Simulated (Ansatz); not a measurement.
Species: TaO (charge 0, doublet). The spin state was set by rule; other spins were not relaxed. 
Geometry from a B3LYP-D3(BJ)/def2-TZVP (Ansatz, a first-principles code) optimisation:
SMILES: [O]=[Ta]
```xyz
2

Ta     0.0000     0.0000    -0.1673
O      0.0000     0.0000     1.5262
```
Charge 0, spin multiplicity 2.

Parts of the frozen-core correlation energy in def2-SVP (Ansatz, hartree). Frozen orbitals: 5; correlated occupied orbitals by spin: 6 and 5; virtual: 35 and 36. Open shells are spin-unrestricted. No spin-orbit coupling. Past Kr the def2 sets carry scalar-relativistic core potentials.

```csv
term,value
reference (HF),-131.13962
MP2 opposite-spin,-0.21774
MP2 same-spin,-0.09252
CCSD correlation,-0.30147
(T),-0.01838
CCSDT minus CCSD(T),-0.00060
T1 diagnostic,0.059
largest doubles amplitude,0.100
<S^2> of the reference,1.062
```
